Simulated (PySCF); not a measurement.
PbFI, SMILES [F][Pb][I] (connectivity only; charge and spin as stated), neutral, multiplicity 1. Atoms are numbered in the order given.

```xyz
3

Pb     0.2296     1.0050     0.0000
F     -1.7646     1.5286     0.0000
I     -0.0557    -1.8144     0.0000
```

Coordinates come from a B3LYP-D3(BJ)/def2-TZVP optimisation. The def2 effective core potentials stand for the cores of I, Pb; spin–orbit coupling is left out.

The numbers are results of PySCF with ωB97X/def2-TZVPD, not measurements.

Symmetry labels are those of the subgroup Cs that the program uses (full group Cs).

**Question.** List the valence orbital energies around the gap with their symmetry. (Estimate from the structure and the level; the computed values follow.)

**Answer.** 
```
orbital  symmetry  energy (eV)
-------  --------  -----------
HOMO−7         A'       -21.72
HOMO−6         A'       -17.21
HOMO−5         A'       -13.00
HOMO−4         A"       -12.96
HOMO−3         A'       -12.67
HOMO−2         A'        -9.89
HOMO−1         A"        -9.76
HOMO           A'        -9.60
LUMO           A"        -1.40
LUMO+1         A'         0.25
LUMO+2         A'         0.61
LUMO+3         A'         1.38
```
